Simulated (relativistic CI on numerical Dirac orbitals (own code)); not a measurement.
# Ru6+: L2,3 absorption edge

Computed with this model: Dirac-Coulomb-Breit CI, KLI orbitals optimised for each configuration, model QED (radiative potential, 1s self-energy scaled to tabulated hydrogen-like ionisation energies), valence Slater integrals scaled by 0.8, multiplet model of core-to-valence dipole absorption; configurations [Kr] 4d2 → [He] 2s2 2p5 3s2 3p6 3d10 4s2 4p6 4d3; 80 K; Lorentzian 1.6 eV and Gaussian 0.5 eV FWHM. Energies are those of the free ion, without screening or charge transfer. The branching ratio is the share of the lower-energy edge in the whole absorption, uncertain by about 0.02 where the edges overlap. S is read from ⟨S²⟩ = S(S + 1).

Field parameters in Wybourne normalisation: D3d B²₀ = −7Dσ, B⁴₀ = −14Dq − 21Dτ, B⁴₃ = −14√(10/7) Dq; Oh B⁴₀ = 21Dq, B⁴₄ = √(5/14) B⁴₀; Td as Oh with Dq negative (B⁴₀ = 21Dq, B⁴₄ = √(5/14) B⁴₀). The field is a parameter set, without covalency.

Peaks in eV (height, largest 100): 2852.5 (100), 2979.2 (17), 2981.5 (17).

Task: Which surroundings give this spectrum?
A. D3d, 10Dq = 44450, Dσ = -920, Dτ = -230 cm⁻¹
B. free ion
C. D3d, 10Dq = 15850, Dσ = -150, Dτ = -310 cm⁻¹
D. D3d, 10Dq = 29750, Dσ = 430, Dτ = -100 cm⁻¹

Result: B. free ion, where the ground state has S = 0.98.
